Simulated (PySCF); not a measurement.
Potential energy of CaAl along the bond

Set-up: PySCF, no relativity, basis sets Ca def2-SVP, Al def2-SVP. Energies in eV from Ca + Al in their ground configurations at the same level. State: ²Π (doublet), unpaired electrons π ↑.

All columns are PBE0. A positive dipole means Ca(−)Al(+).

```tsv
R (Å)	E (eV)	μ (D)	Mulliken charge on Ca (basis-dependent)	HOMO (eV)	LUMO (eV)	Mayer bond order	⟨S²⟩
2.720	-0.339	-2.48	-0.01	-4.15	-2.47	1.27	1.08
2.847	-0.515	-2.63	0.01	-4.04	-2.36	1.23	1.06
2.973	-0.610	-2.74	0.03	-3.92	-2.26	1.18	1.04
3.068	-0.642	-2.81	0.05	-3.85	-2.19	1.14	1.02
3.163	-0.650	-2.85	0.06	-3.79	-2.13	1.09	1.00
3.258	-0.640	-2.88	0.07	-3.74	-2.08	1.04	0.97
3.384	-0.608	-2.88	0.09	-3.68	-2.06	0.96	0.94
3.543	-0.550	-2.84	0.10	-3.63	-2.10	0.86	0.89
3.732	-0.469	-2.73	0.10	-3.60	-2.12	0.73	0.85
3.985	-0.364	-2.51	0.10	-3.58	-2.13	0.55	0.80
```

A fit through these points gives, at Re = 3.153 Å, μ = -2.85 D and dμ/dR = -0.391 D/Å; the reduced mass is 16.11 u.

Task: How strong is the fundamental in the double-harmonic approximation, I = 42.26·(dμ/dR)²/μred km/mol?

Result: I = 42.26·(-0.391)²/16.11 = 0.401 km/mol at PBE0.

⟨S²⟩ is raised (CaAl 1.00), so spin contamination touches these numbers. The state is the lowest determinant that a PBE0 search found; another state may lie lower at other levels.
